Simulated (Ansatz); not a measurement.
Dissociation curve of MgH, doublet.

Method: Ansatz (a first-principles code) with unrestricted PBE/aug-cc-pVDZ.

The batch members p0 to p11 hold the bond at 1.30, 1.40, 1.48, 1.56, 1.64, 1.68, 1.74, 1.77, 1.85, 1.90, 1.98, 2.17 Å.

Ansatz input:

Ansatz 0.2 input:
```yaml
# input.yaml
basis:
  gaussian: { orbitals: aug-cc-pvdz }
hamiltonian:
  xc: pbe
batch:
  members: [p0.yaml, p1.yaml, p2.yaml, p3.yaml, p4.yaml, p5.yaml, p6.yaml, p7.yaml, p8.yaml, p9.yaml, p10.yaml, p11.yaml]

# p6.yaml, one of the 12 members of this batch
crystal:
  periodic: [false, false, false]
  atoms:
    - { symbol: Mg, position_ang: [0.0, 0.0, 0.0] }
    - { symbol: H, position_ang: [0.0, 0.0, 1.74] }
total_charge: 0
magnetization:
  spin_polarized: true
  initial_magnetization: 1
```

Lines of the output on each member:

```
Member 0: Total energy: -5454.26556912 eV, -200.4405626310 hartree
Member 2: Total energy: -5455.25643299 eV, -200.4769762066 hartree
Member 1: Total energy: -5454.92183121 eV, -200.4646798182 hartree
Member 3: Total energy: -5455.47050342 eV, -200.4848431500 hartree
Member 4: Total energy: -5455.59455832 eV, -200.4894020833 hartree
Member 5: Total energy: -5455.62979218 eV, -200.4906969040 hartree
Member 6: Total energy: -5455.65537653 eV, -200.4916371113 hartree
Member 8: Total energy: -5455.63594913 eV, -200.4909231678 hartree
Member 7: Total energy: -5455.65765198 eV, -200.4917207328 hartree
Member 9: Total energy: -5455.60578483 eV, -200.4898146502 hartree
Member 11: Total energy: -5455.31991109 eV, -200.4793089838 hartree
Member 10: Total energy: -5455.53794404 eV, -200.4873215472 hartree
```
